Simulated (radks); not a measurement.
Isoelectronic series with 7 electrons, each ion in its NIST ground configuration. Calculated with a radial shooting solver on a logarithmic mesh with Libxc functionals: scalar-relativistic Kohn-Sham, SCAN, spin-polarised, spherical densities, finite nucleus; open shells are filled with parallel spins first; meta-GGA in the generalised Kohn-Sham scheme; Fermi nuclear charge, rms radius of each element as measured or else 0.836 A^(1/3) + 0.57 fm. Total energies (hartree) and orbital eigenvalues (Ry):

ion    configuration  E (hartree)      2p up    2s down      2s up
F2+     [He] 2s2 2p3    -97.90743   -3.88578   -4.66416   -5.36464
Mg5+    [He] 2s2 2p3   -187.40135  -12.57608  -13.85516  -14.90045
Ar11+   [He] 2s2 2p3   -455.20566  -43.58491  -45.97766  -47.70195
K12+    [He] 2s2 2p3   -511.42836  -50.51894  -53.11965  -54.95733
